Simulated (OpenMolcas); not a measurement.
## P: effect of the active space

```
Program             : OpenMolcas
Method              : XMS-CASPT2 or its RAS form, IPEA 0.25 Eh, imaginary shift 0.1 Eh
Basis               : ANO-RCC-VTZP
Scalar Hamiltonian  : DKH2, point nucleus
Spin-orbit coupling : RASSI with atomic mean-field integrals over the reference wave functions, term energies averaged over their components
```

A. 3 electrons in 3 orbitals (3p); 2S+1 = 4 odd, 1 root; 2S+1 = 2 odd, 8 roots; closed shells correlated: 2s 2p 3s; CASPT2 step roughly 0.6 core-seconds
B. 5 electrons in 4 orbitals (3s 3p); 2S+1 = 4 odd, 1 root; 2S+1 = 2 odd, 8 roots; closed shells correlated: 2s 2p; CASPT2 step roughly 0.7 core-seconds
C. 5 electrons in 8 orbitals (3s 3p 4s 4p); 2S+1 = 4 odd, 1 root; 2S+1 = 2 odd, 8 roots; 2S+1 = 4 even, 3 roots; 2S+1 = 2 even, 5 roots (0 in the spin-orbit step); closed shells correlated: 2s 2p; CASPT2 step of the order of 4 core-seconds
D. 5 electrons in 9 orbitals (RAS2 3s 3p; RAS3 3d, at most 2 electrons); 2S+1 = 4 odd, 1 root; 2S+1 = 2 odd, 8 roots; 2S+1 = 2 even, 5 roots; closed shells correlated: 2s 2p; CASPT2 step about 7 core-seconds

Energies in eV above 3s2 3p3 4S* 3/2, the measured ground level; measured values from NIST Handbook of Basic Atomic Spectroscopic Data.

```csv
Level,A,B,C,D,Measured
3s2 3p3 4S* 3/2,0.0000,0.0000,0.0000,0.0000,0.0000
3s2 3p3 2D* 3/2,1.427,1.458,1.523,1.483,1.4086
3s2 3p3 2D* 5/2,1.428,1.460,1.525,1.484,1.4105
3s2 3p3 2P* 1/2,2.405,2.329,2.414,2.448,2.3213
3s2 3p3 2P* 3/2,2.406,2.330,2.415,2.448,2.3245
```

Deviations, from unrounded energies. A percentage is the sum of absolute deviations over the sum of measured energies, with the sign that they share, or ± where signs differ.

| Against measurement | Levels | A | B | C | D |
| --- | --- | --- | --- | --- | --- |
| mean absolute deviation (cm-1) | 4 | 410 | 230 | 830 | 800 |
| other terms of the ground configuration (%) | 4 | +2.7 | +1.5 | +5.5 | +5.3 |

B lies closest to measurement on these levels and C furthest from it. The largest miss of B in the table is 3s2 3p3 2D* 3/2, by +400 cm-1. The ranking rests on the paired levels alone, and a cruder setting can come out closer through cancelling errors.

The two smallest mean deviations differ by little beside CASPT2's spread within terms, so their order carries little weight.

Among A to D the level of the table that moves most is 3s2 3p3 2P* 3/2, by 960 cm-1 (lowest in B, highest in D). Moves below CASPT2's spread within the term are not significant.

CASPT2 breaks the degeneracy within a term, and the mean is taken; among the terms shown or strongly mixed into the levels shown the widest spread is 2100 cm-1 (3s2 3p3 2D*, A). Over all roots computed the reference weight is 0.87 to 0.96 in C; the roots of lowest weight are the least certain, and an intruder state may touch them. With the s shell closed, the reference lacks s² → p² mixing (holds for A). No level of 3s 3p4 was computed, though it lies in the active space (holds for B). Active for correlation alone: 4p 4s; no level in the range computed is led by a configuration that fills them, so any true level of that kind is missing (holds for C). Active for correlation alone: 3d; no level in the range computed is led by a configuration that fills it, so any true level of that kind is missing (holds for D). Computed and measured levels are paired by configuration, term and J; levels that our copy of the source lacks, or whose pairing is in doubt (as where it misses far off the trend of its configuration), stay unpaired and out of the deviations. Only configurations of the active space appear. The table leaves out levels that lie high or whose names do not pair safely across all columns.

* marks odd parity.
